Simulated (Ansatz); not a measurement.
Cost and result up the ladder for WN(NH2)3 (WN₄H₆) (11 atoms). Total charge 0; singlet. Geometry: PBE0-D4/def2-SVP.

```xyz
11

W     0.0102    0.2628    0.1606
N     0.0697    1.6806    1.0248
N    -1.0211   -0.9428    1.3104
H    -1.4088   -0.7036    2.2165
H    -1.2440   -1.9070    1.0776
N     1.8952   -0.2284   -0.0513
H     2.2205   -1.0575   -0.5416
H     2.6848    0.2981    0.3065
N    -0.8909    0.7699   -1.5039
H    -1.2269    1.6992   -1.7320
H    -1.0886    0.1287   -2.2677
```

Ansatz on 4 threads of Arm Neoverse V2 on a shared host. Times are rough, and most runs start from the orbitals of an earlier one. ωB97M-V/def2-TZVP serves as the yardstick here, not as an exact answer. Binding counts from free atoms at the same level (W quintet, N quartet, H doublet; other spins of the atoms weren't run), without zero-point energy or a counterpoise term.

In the def2 sets W takes a core potential; there is no spin–orbit coupling. B3LYP takes the VWN-RPA correlation. Correlated methods freeze 4 core orbitals; core or outer-core shells of W are correlated, in sets that lack core-valence functions.

Correlated methods converge slowly with the basis.

| level | functions | wall time | binding energy per atom (eV) | difference from ωB97M-V/def2-TZVP (eV) | remarks |
| --- | --- | --- | --- | --- | --- |
| LDA (SPW92)/def2-TZVP | 200 | 1.1 s | 4.62 | 0.73 | – |
| B3LYP-D4/def2-TZVP | 200 | 2.4 s | 3.95 | 0.06 | – |
| ωB97X-V/def2-TZVP | 200 | 7.5 s | 3.94 | 0.05 | – |
| ωB97M-V/def2-TZVP | 200 | 8.5 s | 3.89 | 0.00 | – |
| CCSD(T)/def2-TZVP | 200 | 2.2 min | 3.77 | -0.12 | test for broken spin undecided |
